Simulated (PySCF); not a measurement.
Species: C8H12.
Numbering: `[CH2:1]=[CH:2][C:3](=[CH2:4])[CH:5]=[C:6]([CH3:7])[CH3:8]` (hydrogens: H9, H10 on C1; H11 on C2; H12, H13 on C4; H14 on C5; H15, H16, H17 on C7; H18, H19, H20 on C8)

Geometry (GFN2-xTB, Å), atoms numbered from 1 in this order:
```xyz
20
C8H12 angstrom
C      1.4832    1.6931   -0.8020
C      1.9694    0.6617   -0.1221
C      1.3268   -0.6425   -0.0027
C      1.9932   -1.6790    0.5108
C     -0.0522   -0.8138   -0.5014
C     -1.1329   -0.2058   -0.0234
C     -2.4961   -0.4489   -0.5989
C     -1.1031    0.7450    1.1348
H      2.0156    2.6267   -0.8701
H      0.5378    1.6378   -1.3152
H      2.9319    0.7447    0.3681
H      3.0052   -1.5828    0.8681
H      1.5451   -2.6547    0.5916
H     -0.1587   -1.5251   -1.3114
H     -2.4517   -1.1154   -1.4566
H     -3.1502   -0.8914    0.1525
H     -2.9457    0.4939   -0.9109
H     -1.8218    0.4301    1.8909
H     -0.1164    0.7904    1.5859
H     -1.3844    1.7466    0.8091
```

Method: TDDFT PBE0/def2-SVPD, vertical, gas phase, core orbitals frozen in the response in PySCF 2.14.0, density-fitted response routines.

Frontier orbitals with the atoms that hold most of them (Löwdin shares over 4%, at most four atoms; ? is withheld):

| orbital | ε (eV) | atoms |
| --- | --- | --- |
| HOMO-3 | -9.39 | C3 19%, C2 16%, C4 11%, C1 9% |
| HOMO-2 | -8.89 | C2 19%, C3 17%, C5 12%, C1 10% |
| HOMO-1 | -7.23 | ? |
| HOMO | ? | C4 23%, C3 15%, C1 14%, C5 12% |
| LUMO | -0.86 | ? |
| LUMO+1 | 0.39 | C6 24%, C5 21%, C2 10%, C1 6% |
| LUMO+2 | 0.72 | C7 18%, C8 11%, H20 7%, H17 7% |

Problem. Which atoms hold the LUMO, and with what shares?

Solution. C4 (bonded to C and 2 H) 25%; C1 (bonded to C and 2 H) 21%; C3 (bonded to 3 C) 17%; C2 (bonded to 2 C and H) 13%.

Problem. Give the leading atoms of the HOMO-1.

Solution. C5 (bonded to 2 C and H) 24%; C6 (bonded to 3 C) 20%; C1 (bonded to C and 2 H) 12%; C2 (bonded to 2 C and H) 11%.

Problem. What is the HOMO energy, and the HOMO–LUMO gap?

Solution. ε(HOMO) = -6.47 eV; the gap is 5.62 eV (0.2065 hartree).

Problem. How does S1 compare with the orbital gap of 5.62 eV?

Solution. S1 is at 4.91 eV (f = 0.093), 0.71 eV below the gap, made of HOMO→LUMO (59%), HOMO-1→LUMO (39%). Without the coupling terms of the response equations the lowest excitation would equal the gap.

Next come S2 at 5.62 eV (f 0.260), HOMO-1→LUMO (43%), HOMO→LUMO (30%), HOMO→LUMO+1 (21%); S3 at 5.87 eV (f 0.164), HOMO→LUMO+1 (72%), HOMO-1→LUMO (16%); S4 at 6.22 eV (f 0.0059), HOMO→LUMO+2 (93%); S5 at 6.67 eV (f 0.0024), HOMO→LUMO+3 (75%), HOMO-1→LUMO+2 (12%).

Löwdin shares depend on the basis, the more so with diffuse functions.

One conformer stands for the species.
